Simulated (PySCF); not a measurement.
# Polarisability and C₆ of Bi⁺ (bismuth, charge +1)

[Xe] 4f14 5d10 6s2 6p2, high-spin 3P determinant. All numbers are calculated (PySCF 2.14, a scalar-relativistic core potential, in def2-QZVPPD with the def2 core potential (60 electrons)). Coupled (time-dependent) response in atomic units; α is the mean over directions.

| method | mean α (bohr³) | α xx, yy, zz | C₆ (like pair) | S(−4) |
| --- | --- | --- | --- | --- |
| LC-wPBE | 26.71 | 23.15, 28.49, 28.49 | 248.6 | 177.8 |

S(−4) is the Cauchy moment in α(ω) = α(0) + S(−4) ω² + …

Spin-orbit coupling is absent.

α(iu) at LC-wPBE:

| u (hartree) | α(iu) (bohr³) |
| --- | --- |
| 0 | 26.71 |
| 0.0500 | 26.27 |
| 0.100 | 25.07 |
| 0.200 | 21.40 |
| 0.300 | 17.55 |
| 0.500 | 11.83 |
| 0.750 | 7.894 |
| 1.00 | 5.771 |
| 1.50 | 3.633 |
| 2.00 | 2.564 |
| 3.00 | 1.496 |
| 5.00 | 0.6864 |

For an ion, C₆ is the dispersion term alone; charge-induced terms of lower order in 1/R come first.

The components differ because the open shell of this determinant is not spherical; for a pure term their mean is the scalar polarisability.

Energies and moments cover only the electrons outside the core potential. Spin-orbit coupling is strong in this species (close to jj coupling), so the high-spin LS determinant is a model state, not a physical level.
